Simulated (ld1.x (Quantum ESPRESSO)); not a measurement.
**Before and after: TM potential for N (Z = 7)**

N, norm-conserving Troullier–Martins (Kleinman–Bylander form), made with ld1.x (Quantum ESPRESSO) 7.5 (PBEsol, scalar-relativistic). Core [He], reference 2s2 2p3. Waves: 2p (bound): rc 1.25 bohr; 2s (bound): rc 0.95 bohr. Local part: the s channel. Core correction: Bessel-smoothed model core, default radius (core density twice the valence density).

All-electron outer shells of the reference configuration (PBEsol, scalar-relativistic, ld1.x):

```tsv
shell	level (eV)	outermost node (bohr)	outermost maximum (bohr)
1s	-383.09	–	0.15
2s	-18.46	0.32	1.02
2p	-7.04	–	0.98
```

Change: wave 2p (bound): rc 1.25 bohr becomes 2p (bound): rc 0.84 bohr.

Cutoffs: the cutoffs (Ry, on a coarse ladder) from which the occupation-weighted sum of valence levels, in a spherical-Bessel basis at the reference potential, stays within 10 and 1 mRy of its value at 400 Ry; they do not see the model core or the augmentation charge, which bear on the density cutoff. Errors are all-electron minus pseudo energies relative to the spin-unpolarised reference configuration.

Question: Predict the effect on cutoff, ghosts and configuration errors.

Answer: The potential gets harder (70 Ry and 140 Ry → 120 Ry and 160 Ry); of the 7 tests that both files solve, the error grows in 1 and shrinks in 6 by more than 15 % and 0.3 meV (median size 23.9 → 3.2 meV); neither file shows a bound ghost. A smaller radius makes the pseudo-wave follow the all-electron one further in, where it bends more sharply, so more plane waves are needed.

```csv
quantity,base,changed
"cutoff, loose",70 Ry,120 Ry
"cutoff, tight",140 Ry,160 Ry
loose cutoff by channel (10 mRy a level),"p 55 Ry, s 45 Ry","p 100 Ry, s 45 Ry"
bound ghosts,none,none
"error for 2s2 2p2, meV [ΔE 13.52 eV]",+3.7,-0.8
"error for 2s2 2p1, meV [ΔE 42.26 eV]",+50,+1.3
"error for 2s2 2p0, meV [ΔE 89.14 eV]",+264,+30
"error for 2s1 2p0, meV [ΔE 166.66 eV]",+499,+139
"error for 2s1 2p3, meV [ΔE 25.24 eV]",-2.0,+3.2
"error for 2s1 2p4, meV [ΔE 11.43 eV]",+5.7,+1.1
"error for 2s0 2p5, meV [ΔE 22.90 eV]",+24,+5.4
```
